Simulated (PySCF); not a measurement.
Correlation energy of Ir(2+) (iridium, charge +2)

[Xe] 4f14 5d6 6p1, one real determinant (an excited configuration). Calculation: PySCF 2.14, in aug-cc-pVTZ-PP with one added diffuse shell each of s, p, d, f, g type with ECP60MDF (7s7p6d4f3g, 113 functions); scalar relativity through the core potential. Frozen: 5s2 5p6; 7 electrons correlated.

MP2 pair energies summed by pair of shells (mhartree):

| pair | energy | share (%) |
| --- | --- | --- |
| 5d-5d | -98.31 | 81.8 |
| 5d-6p | -21.89 | 18.2 |

Total MP2 correlation energy: -120.21 mhartree.

Same-spin part -72.15 and opposite-spin part -48.05 mhartree; SCS-MP2 scales them by 1/3 and 6/5 to -81.72 mhartree.

The reference is one real determinant that mixes LS terms of this configuration.
